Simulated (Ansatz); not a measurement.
`B[SiH2]C(=N)O` + `CC[SeH]` → `B[Se]CC` + `N=C(O)[SiH3]`  (cleavage of the B–Si bond)

Calculated with Ansatz (gas phase, PBE0-D4/def2-TZVP geometries, no zero-point term in ΔE). CBS: MP2 limit from def2 TZ/QZ plus the TZ coupled-cluster correction, frozen cores. Functionals use def2-TZVPP. For Se outer-core shells are correlated without core-valence functions, which leaves a few kJ/mol of doubt a bond. Scalar relativity is left out up to krypton. One conformer a species, not always the lowest.

| level | ΔE (eV) |
| --- | --- |
| B2PLYP | -1.44 |
| HF/CBS(def2) | -1.28 |

What does CCSD(T)/CBS give? (Estimate.)

Ansatz gave: -1.45 eV. The listed levels differ from it by 0.01, 0.17 eV.

Largest T1 diagnostic among the species: 0.014.

In def2-TZVPP, CCSD(T) changes the Hartree–Fock value by −0.15 eV (the triples alone add −0.04 eV) and MP2 by −0.25 eV.
